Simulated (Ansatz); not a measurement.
Two isomers of C2H5NSi: A = `[SiH3]C1C=N1`, B = `C#CN[SiH3]`.

Isolated molecules relaxed with PBE0-D4/def2-TZVP in Ansatz; ΔE leaves out vibrations. CBS: MP2 limit from def2 TZ/QZ plus the TZ coupled-cluster correction, frozen cores. Functionals use def2-TZVPP. B3LYP here is the variant with VWN-RPA as its local correlation; programs differ in this.

A:

```xyz
9

Si   -0.815    0.443   -0.886
C     0.223   -0.651    0.218
C     1.036   -0.145    1.312
N     1.753   -0.363    0.323
H    -2.253    0.310   -0.522
H    -0.388    1.855   -0.705
H    -0.658    0.054   -2.312
H    -0.022   -1.713    0.241
H     1.125    0.210    2.331
```

B:

```xyz
9

C    -0.2310   -0.3015   -2.3329
C     0.1135   -0.4508   -1.1902
N     0.4630   -0.5693    0.0948
Si   -0.1163    0.4946    1.3453
H    -0.5283   -0.1792   -3.3457
H     1.0922   -1.3256    0.3141
H     0.5222    0.0069    2.5924
H     0.2792    1.8976    1.0682
H    -1.5947    0.4272    1.4541
```

**Question.** Which is lower in electronic energy at CCSD(T)/CBS, and by how much? (Best estimate.)

**Answer.** The calculation gave: B, by 85.3 kJ/mol.

**Question.** Give E(B) − E(A) in kJ/mol with CCSD/def2-TZVPP, B2PLYP, CCSD(T)/def2-SVP, B3LYP-D4, CCSD(T)/def2-TZVPP, r2SCAN-D4, PBE-D4. (An estimate is asked.)

**Answer.** Ansatz gave: CCSD/def2-TZVPP -85.7, B2PLYP -92.6, CCSD(T)/def2-SVP -63.0, B3LYP-D4 -93.4, CCSD(T)/def2-TZVPP -79.8, r2SCAN-D4 -78.3, PBE-D4 -67.9. None reverses the order clearly.

**Question.** Does the order hold for the free energy at 298.15 K (harmonic terms from PBE0-D4)? (Best estimate.)

**Answer.** Ansatz gave: Yes: G(B) − G(A) = -87.7 kJ/mol.

Largest T1 diagnostic: 0.012.

In def2-TZVPP, CCSD(T) changes the Hartree–Fock value by +33.5 kJ/mol (the triples alone add +5.9 kJ/mol) and MP2 by +27.8 kJ/mol. From BLYP to BHLYP (50 % exact exchange), in def2-TZVPP and without D4, E(B) − E(A) moves by −13.7 kJ/mol.
